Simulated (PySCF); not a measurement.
B(F)2(OH) (BF2HO), SMILES OB(F)F.

Coordinates come from a B3LYP-D3(BJ)/def2-TZVP optimisation. Other conformers were not sampled.

Level of theory: r2SCAN/def2-TZVPD in PySCF.

The molecule is in vacuum.

- total energy: -300.54503 hartree
- point group: Cs
- highest occupied level: -9.39 eV
- lowest empty level: -0.32 eV
- orbital gap: 9.07 eV
- dipole moment: 1.95 D
- quadrupole, principal values (traceless, Buckingham form, about the centre of nuclear charge): -5.61, 1.55, 4.06 D·Å
- mean static polarisability: 20.3 bohr³ (3.01 Å³)
- polarisability, principal values: 16.9, 20.9, 23.1 bohr³
